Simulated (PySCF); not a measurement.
Diatomics of Pb with the fifth-period p block

PBE0 with double-zeta basis sets in PySCF, for the lowest determinant that a PBE0 search found; no spin–orbit coupling. De refers to high-spin ground-configuration atoms. A positive dipole means M(−)Pb(+).

```tsv
M	basis	state (unpaired electrons)	Re (Å)	ωe (cm⁻¹)	De (eV)	μ (D)
In	def2-SVP	quartet (σ ↑, π ↑↑)	2.907	129	1.92	-1.27
Sn	def2-SVP	triplet (π ↑↑)	2.826	169	2.25	0.66
Sb	def2-SVP	doublet (π ↑)	2.709	190	2.12	2.02
I	def2-SVP	doublet (π ↑)	2.823	167	2.95	3.39
```

The shortest bond is that of SbPb (2.709 Å), the longest that of InPb (2.907 Å).

The state changes along the series, so neighbouring rows are not always alike in their bonding.

These are scalar-relativistic numbers at best; spin–orbit coupling would shift them, the dissociation energy most. States were picked by a PBE0 search and need not be the measured ground states.
